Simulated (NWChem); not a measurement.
System: CH$_{9}$NSi$_{2}$; SMILES [SiH3]CN[SiH3]

Input file for NWChem:

```
start job
memory heap 200 mb stack 900 mb global 1100 mb
geometry units angstroms noautosym nocenter noautoz
  Si     0.125223    -2.197394    -0.110247
  C     -0.696444    -0.511874     0.181655
  N      0.294311     0.532621     0.358380
  Si     0.063736     2.185972    -0.113604
  H     -0.897426    -3.289371    -0.147238
  H      1.078458    -2.472395     1.011313
  H      0.890097    -2.192127    -1.392742
  H     -1.302821    -0.291398    -0.715282
  H     -1.424389    -0.585575     1.016592
  H      0.964051     0.347683     1.097575
  H     -1.004967     2.925425     0.641872
  H     -0.322035     2.228780    -1.557797
  H      1.361527     2.890418     0.106744
end
basis spherical
  * library 6-31g*
end
dft
  xc pbe0
  iterations 150
end
cosmo
  do_cosmo_smd true
  solvent anisole
end
task dft energy
```

All runs use the structure optimised with PBE0/def2-SVP. No frequency run checked for a minimum. Solvent: anisole.

Level: PBE0/6-31G* with SMD (1 M gas to 1 M solution), gas-phase geometry. Reactions with the solvent are ignored.

**Question.** What results follow from this input? (PBE0/6-31G* (spherical d), SMD on the gas-phase geometry.) Quantities: solvation free energy (kcal/mol); cavity-dispersion-structure term (kcal/mol); dipole in solution (D).

**Answer.** 
```yaml
solvation free energy (kcal/mol): -1.8
cavity-dispersion-structure term (kcal/mol): 0.2
dipole in solution (D): 1.03
```
